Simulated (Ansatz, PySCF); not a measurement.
CH3BBrClO, SMILES COB(Cl)Br.

Geometry optimised at B3LYP-D3(BJ)/def2-SVP. The values are those of a single conformer.

Vertical ionisation energy (IE) and electron affinity (EA) in eV. Rows of orbital energies are one-electron estimates. Where ΔSCF, EOM or ADC give a negative EA the extra electron is unbound and the value depends on the basis.

```tsv
level	IE	EA
−ε(HOMO), −ε(LUMO), M06-2X/def2-TZVP (PySCF)	9.70	-0.45
−ε(HOMO), −ε(LUMO), PBE/def2-TZVP (PySCF)	7.10	1.38
ΔSCF, PBE0/def2-SVPD (Ansatz), final states of multiplicity 2 and 2	10.74	-0.92
ΔSCF, PBE/def2-SVPD (Ansatz), final states of multiplicity 2 and 2	(withheld)	(withheld)
```

Question: What belongs in the gaps? (The exact figures need the calculation; the answer reports its results.)

Answer: 
- ΔSCF, PBE/def2-SVPD (Ansatz, a first-principles code), final states of multiplicity 2 and 2, IE: 10.30
- ΔSCF, PBE/def2-SVPD (Ansatz), final states of multiplicity 2 and 2, EA: -0.77

Question: What vertical singlet–triplet gap does ΔSCF give with PBE0/def2-SVPD (Ansatz) and with PBE/def2-SVPD (Ansatz)? (The exact figures need the calculation; the answer reports its results.)

Answer: 6.33 and 5.86 eV (triplet above singlet where positive).
